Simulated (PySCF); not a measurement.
C4H7O, multiplicity 2. Atoms are numbered in the order given.

```xyz
12

C      0.5552     1.8812     0.0000
C     -0.1089     0.5932     0.0000
O     -1.3485     0.5183     0.0000
C      0.7678    -0.6608     0.0000
C     -0.0356    -1.9545     0.0000
H      1.6528     1.9770     0.0000
H     -0.0677     2.7886     0.0000
H      1.4467    -0.6037     0.8811
H      1.4467    -0.6037    -0.8811
H      0.6292    -2.8403     0.0000
H     -0.6951    -2.0098    -0.8884
H     -0.6951    -2.0098     0.8884
```
Charge 0, spin multiplicity 2.

The structure is a stationary point at PBE-D3(BJ)/def2-SVP. The isomer is the one that the SMILES or the coordinates give; other isomers of the formula were not compared. The values are those of a single conformer.

Level of theory: TDA-CAM-B3LYP/def2-SVPD (PySCF).

Vertical excitations. 

List the lowest excited states. (The exact figures need the calculation; the answer reports its results.)


```
state    energy (eV)  λ (nm)      f                                                                                                           main pairs
-------  -----------  ------  -----  -------------------------------------------------------------------------------------------------------------------
root 1          1.79     695  0.000                                                                                                     β HOMO→LUMO 94 %
root 2          4.67     265  0.016                                                             α HOMO→LUMO 18 %, β HOMO−1→LUMO 52 %, β HOMO−4→LUMO 20 %
root 3          5.32     233  0.000                                                             α HOMO−1→LUMO 77 %, β HOMO−3→LUMO 6 %, β HOMO→LUMO+2 5 %
root 4          5.45     228  0.000                                       α HOMO−1→LUMO 10 %, β HOMO−2→LUMO 32 %, β HOMO−5→LUMO 27 %, β HOMO−3→LUMO 23 %
root 5          5.87     211  0.001                    α HOMO−1→LUMO 5 %, β HOMO−3→LUMO 30 %, β HOMO→LUMO+2 18 %, β HOMO−5→LUMO 17 %, β HOMO−2→LUMO 12 %
root 6          6.20     200  0.000                                                           β HOMO→LUMO+2 51 %, β HOMO−3→LUMO 18 %, β HOMO−2→LUMO 10 %
root 7          6.22     199  0.025                                                             α HOMO→LUMO 31 %, β HOMO−1→LUMO 41 %, β HOMO−4→LUMO 23 %
root 8          6.75     184  0.185                                                                                 α HOMO→LUMO 46 %, β HOMO−4→LUMO 41 %
root 9          6.92     179  0.010  α HOMO→LUMO+1 41 %, α HOMO→LUMO+2 8 %, β HOMO−5→LUMO 18 %, β HOMO−2→LUMO 15 %, β HOMO−8→LUMO 8 %, β HOMO→LUMO+2 5 %
root 10         6.96     178  0.004  α HOMO→LUMO+1 38 %, α HOMO→LUMO+2 7 %, β HOMO−5→LUMO 22 %, β HOMO−2→LUMO 18 %, β HOMO−8→LUMO 6 %, β HOMO→LUMO+2 6 %
```
Unrestricted roots are not spin-pure.
